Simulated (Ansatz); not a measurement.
Cost and result for the atomization energy of CH₅ClGeSe, SMILES `Cl[CH2][GeH2][SeH]` (9 atoms, 8 bonds).

Z-matrix (Å, degrees):
```
C
Ge 1 1.968
Cl 1 1.776 2 110.7
H 1 1.090 2 110.5 3 119.5
H 1 1.089 2 110.7 3 -119.7
Se 2 2.352 1 110.6 3 64.5
H 2 1.539 1 109.2 3 -174.8
H 2 1.533 1 109.1 3 -52.4
H 6 1.469 2 92.5 1 83.0
```

Charge 0, multiplicity 1. Correlated methods include outer-core shells of Ge, Se, which these sets cover unevenly. Scalar relativity is left out up to krypton. All single points use the PBE0-D4/def2-TZVP geometry. It is one conformer, not always the lowest. Program: Ansatz. All runs use 4 threads of an Arm Neoverse V1 on a shared host. Times are those of one run each, without the atoms' runs, and a repeat can differ threefold. Electronic energies, without spin–orbit coupling; frozen cores. CCSD(T)/CBS adds CCSD(T) − MP2 in def2-TZVPP to the MP2 limit, and its time is that of the two runs behind it. T1 = 0.010. With those shells the extrapolation isn't a true limit. B3LYP takes the VWN-RPA correlation (the form of Gaussian; ORCA's B3LYP/G).

CCSD(T)/CBS is a level of theory with its own doubt, some kJ/mol a heavy atom from the limit and from the frozen cores, so smaller differences don't rank the functionals.

```csv
level,functions,wall time
PBE-D4/def2-TZVPP (with forces),239,2.9 s
PBE0-D4/def2-TZVPP,239,4.4 s
r2SCAN-D4/def2-TZVPP (with forces),239,6.5 s
B3LYP-D4/def2-TZVPP (with forces),239,6.5 s
B2PLYP/def2-TZVPP,239,7.5 s
ωB97X-V/def2-TZVPP,239,10 s
ωB97M-V/def2-TZVPP (with forces),239,16 s
MP2/def2-QZVPP,455,28 s
CCSD(T)/def2-TZVPP,239,4.3 min
CCSD(T)/CBS(def2),–,4.7 min
```

Problem. What atomization energy does each give, and how far from CCSD(T)/CBS? (Best estimate.)

Solution. Computed: 
| level | atomization (kJ/mol) | difference from CCSD(T)/CBS | per bond |
| --- | --- | --- | --- |
| PBE-D4/def2-TZVPP (with forces) | 2696.0 | 12.7 | 1.6 |
| PBE0-D4/def2-TZVPP | 2664.8 | -18.5 | -2.3 |
| r2SCAN-D4/def2-TZVPP (with forces) | 2679.4 | -3.9 | -0.5 |
| B3LYP-D4/def2-TZVPP (with forces) | 2647.1 | -36.2 | -4.5 |
| B2PLYP/def2-TZVPP | 2619.7 | -63.6 | -8.0 |
| ωB97X-V/def2-TZVPP | 2683.2 | -0.1 | 0.0 |
| ωB97M-V/def2-TZVPP (with forces) | 2656.4 | -26.9 | -3.4 |
| MP2/def2-QZVPP | 2670.1 | -13.2 | -1.7 |
| CCSD(T)/def2-TZVPP | 2616.5 | -66.8 | -8.4 |
| CCSD(T)/CBS(def2) | 2683.3 | 0.0 | 0.0 |

The D4 term adds +37.6 kJ/mol with B3LYP and +19.8 kJ/mol with PBE0; it sums over pairs of atoms, weighted by their polarisabilities, and B3LYP, whose exchange is more repulsive, gets the larger term. In def2-TZVPP, CCSD(T) changes the Hartree–Fock value by +716.9 kJ/mol (the triples alone add +43.9 kJ/mol) and MP2 by +732.4 kJ/mol; breaking electron pairs costs correlation energy, which Hartree–Fock lacks. From PBE to PBE0 (25 % exact exchange), in def2-TZVPP and without D4, the atomization energy moves by −28.0 kJ/mol: exact exchange takes away binding that semilocal exchange gives to molecules.
